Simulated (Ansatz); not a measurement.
Reaction (cleavage of the B–Si bond): `CB[SiH2][SiH2]Cl` + H–F → `CBF` + `[SiH3][SiH2]Cl`

Computed with Ansatz on PBE0-D4/def2-TZVP structures; ΔE is electronic, products minus reactants. CCSD(T)/CBS is the MP2 limit (def2-TZVPP, def2-QZVPP) plus CCSD(T) − MP2 in def2-TZVPP, frozen cores. This one scheme is used for every species. One conformer a species, not always the lowest.

| level | ΔE (kJ/mol) |
| --- | --- |
| CCSD/def2-TZVPP | -165.3 |
| MP2/def2-QZVPP | -159.1 |
| HF/CBS(def2) | -195.4 |
| MP2/CBS(def2) | -156.7 |

What does CCSD(T)/CBS give? (Best estimate.)

Ansatz gave: -156.5 kJ/mol. The listed levels differ from it by -8.8, -2.6, -38.9, -0.2 kJ/mol.

Largest T1 diagnostic among the species: 0.012.

The D4 term adds +12.8 kJ/mol with B3LYP and +7.6 kJ/mol with PBE0; it sums over pairs of atoms, weighted by their polarisabilities, and B3LYP, whose exchange is more repulsive, gets the larger term. In def2-TZVPP, CCSD(T) changes the Hartree–Fock value by +33.2 kJ/mol (the triples alone add +4.0 kJ/mol) and MP2 by +32.9 kJ/mol.

B3LYP here is the variant with VWN-RPA as its local correlation; programs differ in this.
